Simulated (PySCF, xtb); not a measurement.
B(F)(Br)(Me) (CH₃BBrF), SMILES CB(F)Br.

Harmonic wavenumbers (cm⁻¹) from xtb with GFN2-xTB at its own minimum, in rising order: 23, 237, 308, 364, 533, 839, 860, 1026, 1274, 1390, 1464, 1468, 2991, 3021, 3045.

Problem. What does B3LYP-D3(BJ)/def2-SVP in PySCF give at its own minimum? (An estimate is asked for; the answer gives what the named calculation found.)

Solution. 34, 262, 328, 418, 544, 843, 867, 1063, 1298, 1372, 1425, 1441, 3025, 3103, 3146. Paired by order, the mean absolute difference is 33 cm⁻¹ and the zero-point energies are 26.9 and 27.4 kcal/mol.
